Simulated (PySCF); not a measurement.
BrGe, SMILES [Ge][Br] (connectivity only; charge and spin as stated), charge +1, multiplicity 1. Heavy atoms are numbered as in [Ge:1][Br:2].

The structure is a stationary point at B3LYP-D3(BJ)/def2-TZVP. The spin state was assumed, not searched.

All values below come from KT2/pcSseg-2 (PySCF).

GIAO shieldings, no solvent; atoms alike by connectivity are averaged. δ = σ(ref) − σ: ⁷³Ge against GeH4 (σ = 1672.1 ppm), references at their B3LYP-D3(BJ)/def2-TZVP geometries, non-relativistic (without spin–orbit terms, shifts of atoms bonded to Cl or Br come out too high).

Computed chemical shifts:
| nucleus | atoms | count | δ (ppm) |
|---|---|---|---|
| ⁷³Ge | Ge1 | 1 | 887.7 |
